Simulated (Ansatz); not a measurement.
Reactions of C$_{3}$H$_{8}$OSi, SMILES `C=C([SiH3])OC`.

Computed with Ansatz on PBE0-D4/def2-TZVP structures; ΔE is electronic, products minus reactants. CCSD(T)/CBS is the MP2 limit (def2-TZVPP, def2-QZVPP) plus CCSD(T) − MP2 in def2-TZVPP, frozen cores. This one scheme is used for every species, atoms too. DFT in def2-TZVPP. Open shells (•) are unrestricted, without spin–orbit coupling. Spin–orbit coupling would lower the free atoms: a little for C, O, Si. Elements past krypton have def2 core potentials. Bonds to In are less sure, by a few kJ/mol each and by 10 to 20 or more in all where they break to atoms, as the def2 sets lack core-valence functions. One conformer a species, not always the lowest.

| reaction | MP2/CBS(def2) (kJ/mol) | B2PLYP (kJ/mol) | PBE-D4 (kJ/mol) | CCSD(T)/CBS(def2) (kJ/mol) |
| --- | --- | --- | --- | --- |
| `C=C([SiH3])OC` → `O[SiH]1CCC1` | -252 | -218 | -217 | -232 |
| `C=C([SiH3])OC` + `[SiH3][CH]1[NH][AlH]1` → `C[N]1[AlH][CH]1[SiH3]` + `C=C(O)[SiH3]` | -14 | -11 | -17 | -12 |
| `C=C([SiH3])OC` → 3 C• + 8 H• + O• + Si• | 4914 | 4813 | 4948 | 4860 |
| `C=C([SiH3])OC` → `CC(C)O[SiH]` | -91 | -86 | -82 | -92 |
| `C=C([SiH3])OC` + CH₃SH → `C=C([SiH3])SC` + CH₃OH | -28 | -11 | -16 | -20 |
| `C=C([SiH3])OC` → `C=CCO[SiH3]` | -113 | -108 | -87 | -110 |
| `C=C([SiH3])OC` + `CO[SiH2]C` → `CO[SiH](C)[SiH3]` + `C=COC` | 5 | 0 | -15 | -2 |
| `C=C([SiH3])OC` + `[OH][In]([Cl])[O][SiH3]` → `[SiH3][O][In]([Cl])[O][SiH3]` + `C=COC` | -108 | -110 | -89 | -107 |
| `C=C([SiH3])OC` + `C[NH][AlH][OH]` → `C[NH][AlH][O][SiH3]` + `C=COC` | -120 | -124 | -105 | -119 |
| `C=C([SiH3])OC` + `OC=S` → `C=C([SiH3])OC=S` + CH₃OH | 20 | 22 | 26 | 20 |

Largest T1 diagnostic: 0.018, for `OC=S`.
